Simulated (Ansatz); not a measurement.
Task: Name a neutral molecule of Br, C, Si and H with HOMO energy (PBE/def2-TZVPP) between -7.10 and -6.80 eV and HOMO–LUMO gap (B3LYP/def2-TZVPP) between 6.70 and 7.00 eV (Ansatz, PBE0-D4/def2-TZVP geometry).

Result: `C=C[SiH2]Br` (-6.96 eV, 6.72 eV). Other molecules can fit too; these were computed, each in one conformer that needn't be the lowest.

B3LYP here is the variant with VWN-RPA as its local correlation; programs differ in this.
